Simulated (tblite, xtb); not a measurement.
O2S, triplet, at a GFN2-xTB geometry (a higher spin typed on purpose: for a closed-shell molecule this is an excited state). Base run: GFN1-xTB (xtb).

Input for xtb:
```
$ xtb mol.xyz --gfn 1 --uhf 2 --json

# file mol.xyz
3

O     -1.26683570     0.43646074    -0.02466647
S     -0.01836758    -0.37354518     0.01924988
O      1.30357086     0.31062963    -0.01383328
```

Programs used: tblite, xtb; a row that names a program was run with it.

Variants of this job, named by their change:

```json
[
 {"change": "base", "ΔE vs base (mEh)": "0.000", "dipole (D)": "2.05", "G_solv (kcal/mol)": "-", "SCF cycles": "9"},
 {"change": "etemp = 1000", "ΔE vs base (mEh)": "-0.018", "dipole (D)": "2.05", "G_solv (kcal/mol)": "-", "SCF cycles": "9"},
 {"change": "alpb = chcl3", "ΔE vs base (mEh)": "-0.806", "dipole (D)": "2.11", "G_solv (kcal/mol)": "-0.56", "SCF cycles": "8"},
 {"change": "program = tblite; method = gfn1; option = (--guess, eeq)", "ΔE vs base (mEh)": "0.000", "dipole (D)": "-", "G_solv (kcal/mol)": "-", "SCF cycles": "-"},
 {"change": "acc = 0.0001", "ΔE vs base (mEh)": "0.000", "dipole (D)": "2.05", "G_solv (kcal/mol)": "-", "SCF cycles": "12"},
 {"change": "program = tblite; method = gfn1; option = --spin-polarized", "ΔE vs base (mEh)": "-14.293", "dipole (D)": "-", "G_solv (kcal/mol)": "-", "SCF cycles": "-"},
 {"change": "alpb = methanol", "ΔE vs base (mEh)": "-0.206", "dipole (D)": "2.16", "G_solv (kcal/mol)": "-0.30", "SCF cycles": "7"},
 {"change": "acc = 1000", "ΔE vs base (mEh)": "0.000", "dipole (D)": "2.05", "G_solv (kcal/mol)": "-", "SCF cycles": "6"},
 {"change": "alpb = ch2cl2", "ΔE vs base (mEh)": "-1.505", "dipole (D)": "2.10", "G_solv (kcal/mol)": "-0.98", "SCF cycles": "8"},
 {"change": "program = tblite; method = gfn1; option = (--etemp, 2000)", "ΔE vs base (mEh)": "-0.685", "dipole (D)": "-", "G_solv (kcal/mol)": "-", "SCF cycles": "-"}
]
```

ALPB and GBSA are two models with their own fitted parameters for each solvent, which aren't always the measured dielectric constant.
